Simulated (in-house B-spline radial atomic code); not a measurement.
Response of neutral neon as one setting changes: the radius of a hard wall (bohr). Method: PBE. A dash marks a strongly mixed or unbound state. A box has no continuum, so excitations may lie above minus the highest level. Computed with an all-electron radial atomic-structure program (B-spline basis): linear response of the closed shell [He] 2s2 2p6 with the functional's adiabatic kernel; non-relativistic, point nucleus, no spin-orbit coupling, no double excitations, S, P, D and F terms only. Only terms of natural parity with L up to 3 were computed.

| radius of a hard wall (bohr) | lowest 1P (eV) | lowest 3P, Tamm-Dancoff (eV) | minus highest occupied level (eV) | α (bohr³) |
| --- | --- | --- | --- | --- |
| 2.5 | 2p → 3s 55.91 | 2p → 3s 53.73 | 5.541 | 1.031 |
| 3 | 2p → 3s 38.24 | 2p → 3s 36.62 | 9.982 | 1.49 |
| 3.5 | ? | ? | ? | ? |
| 4 | 2p → 3s 23.658 | 2p → 3s 22.729 | 12.681 | 2.298 |
| 4.5 | 2p → 3s 20.398 | 2p → 3s 19.671 | 13.051 | 2.581 |
| 5.5 | ? | ? | ? | ? |
| 6.5 | 2p → 3s 15.277 | 2p → 3s 14.934 | 13.337 | 3.028 |
| 8 | 2p → 3s 14.195 | 2p → 3s 13.957 | 13.347 | 3.07 |
| 10 | 2p → 3s 13.649 | 2p → 3s 13.476 | 13.347 | 3.075 |
| 15 | 2p → 3s 13.309 | 2p → 3s 13.193 | 13.347 | 3.075 |

Task: What belongs in the row for 5.5?

Result: lowest 1P (eV): 2p → 3s 16.903; lowest 3P, Tamm-Dancoff (eV): 2p → 3s 16.425; minus highest occupied level (eV): 13.291; α (bohr³): 2.907.

Task: What belongs in the row for 3.5?

Result: lowest 1P (eV): 2p → 3s 28.974; lowest 3P, Tamm-Dancoff (eV): 2p → 3s 27.759; minus highest occupied level (eV): 11.856; α (bohr³): 1.927.
